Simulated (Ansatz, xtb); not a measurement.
**Relative energy of two isomers of C2H9OSi+**

We compare I, `C[OH+][SiH2]C`, a singlet, with II, `CC[SiH2][OH2+]`, a singlet. Both are isolated ions in the gas phase, relaxed with PBE-D3(BJ)/def2-SVP; the shapes shown needn't be the lowest conformers.

I (Å):

```xyz
13

C    -0.9174    1.3618   -1.9950
C     0.0884   -0.7280    0.8786
O     0.4127    0.8147   -1.6721
Si    1.1008    0.5750    0.0413
H    -1.6520    0.5373   -2.0537
H    -0.8350    1.9082   -2.9515
H    -1.1694    2.0635   -1.1804
H     0.8104    0.3139   -2.4167
H     2.4880    0.2015   -0.3586
H     0.9439    1.9669    0.5516
H     0.4979   -0.8716    1.9027
H     0.1472   -1.7038    0.3566
H    -0.9728   -0.4275    0.9896
```

II (Å):

```xyz
13

C    -1.5858    1.0721   -1.0549
C    -0.1625    1.6532   -1.0831
O     0.1524    1.5056    1.8556
Si    0.9930    1.0171    0.2212
H    -1.5829   -0.0316   -1.1544
H    -2.1804    1.4782   -1.8956
H    -2.1204    1.3280   -0.1188
H     0.3544    1.4108   -2.0427
H    -0.1570    2.7657   -1.0432
H     2.3202    1.6868    0.3580
H     1.0136   -0.4488    0.4967
H     0.0219    2.4415    2.1262
H     0.2212    0.9417    2.6577
```

Energies in hartree; the thermal terms are from PBE-D3(BJ)/def2-SVP harmonic frequencies (ideal gas, rigid rotor, one conformer each, 298.15 K, 1 atm) and include the zero-point energy:

```
                              I           II
E, CCSD(T)/def2-SVP  −444.989961  −444.994757
    E, MP2/def2-SVP  −444.916590  −444.923562
  E, MP2/def2-TZVPP  −445.341429  −445.348083
  zero-point energy     0.104865     0.104725
       H(298 K) − E     0.113444     0.113286
       G(298 K) − E     0.073569     0.073824
```

**Question.** Correct the CCSD(T) difference for the basis set by the MP2 change, then work out ΔE, ΔE₀, ΔH and ΔG for I → II in kcal/mol (1 Eh = 627.51 kcal/mol) and the equilibrium ratio [II]/[I].

**Answer.** 1. Differences II − I: CCSD(T) −0.004796, MP2 in the small set −0.006972, MP2 in the large set −0.006654 Eh.
2. ΔE = −0.004796 + (−0.006654 − (−0.006972)) = −0.004478 Eh = −2.81 kcal/mol.
3. ΔE₀ = ΔE + ΔZPE = −0.004478 + (−0.000140) Eh = −2.90 kcal/mol.
4. ΔH = ΔE + (−0.000158) Eh = −2.91 kcal/mol.
5. ΔG = ΔE + (+0.000255) Eh = −2.65 kcal/mol, so ΔS = (ΔH − ΔG)/T = −3.6 J/(mol K).
6. kT = 0.9442 mEh, so K = [II]/[I] = exp(−ΔG/kT) = exp(+4.47) ≈ 88.

Structure II is favoured at this temperature. An error of 1 kcal/mol in ΔG would change K by a factor of 5.4. HF/def2-SVP found them nearly level. GFN2-xTB, HF/STO-3G gave ΔE the other sign. Mirror images and further conformers aren't counted.

As drawn, II has 1 C–C, 1 O–H in place of 1 C–O, 1 C–H.

Other levels gave ΔE = +1.8 (GFN2-xTB); +9.0 (HF/STO-3G, GFN2-xTB geometries); −2.4 (r2SCAN-D4/def2-SVP, GFN2-xTB geometries); −3.3 (PBE-D3(BJ)/def2-SVP); +0.2 (HF/def2-SVP); −4.4 (MP2/def2-SVP); −3.0 (CCSD(T)/def2-SVP) kcal/mol. The correlated steps freeze 8 core orbitals. Programs: Ansatz 0.2.0, xtb 6.7.1.
